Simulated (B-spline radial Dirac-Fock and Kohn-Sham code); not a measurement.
## Ru⁵⁺ 3s: cross section and angular parameters

System: the Ru⁵⁺ ion in the configuration [Kr] 4d3; threshold 650.0 eV (orbital energy of the model). The computed values come from a radial finite-basis atomic code: Dirac-Hartree-Slater photoionisation with a Latter tail; cross sections with all multipoles, angular parameters from the dipole term and its interference with E2.

For linearly polarised light dσ/dΩ = σ/(4π) [1 + β P₂(cos θ) + (δ + γ cos²θ) sin θ cos φ], with θ from the polarisation vector and φ the angle between the beam and the projection of the electron momentum on the plane normal to the polarisation.

```
hν (eV)  σ (kb)      β       γ
    800    86.6  1.991   0.522
    863    78.8  1.992   0.465
   1000    64.4  1.992   0.360
   1420    37.9  1.994   0.136
   1510    34.3  1.994   0.102
   1530    33.6  1.994   0.095
 2984.4    10.4  1.995  -0.095
   3150       ?      ?       ?
   3200    9.18  1.995  -0.092
   3250    8.92  1.995  -0.091
   3620    7.28  1.995  -0.075
   7370    1.74  1.996   0.352
   7470    1.69  1.996   0.365
 8047.8    1.44  1.995   0.444
   9040    1.12  1.995   0.578
  12000   0.598  1.995   0.963
  13200   0.481  1.995   1.110
```

Question: Give the values at 3150 eV.

Answer: σ = 9.45 kb, β = 1.995, γ = -0.093. For an s subshell δ is negligible.
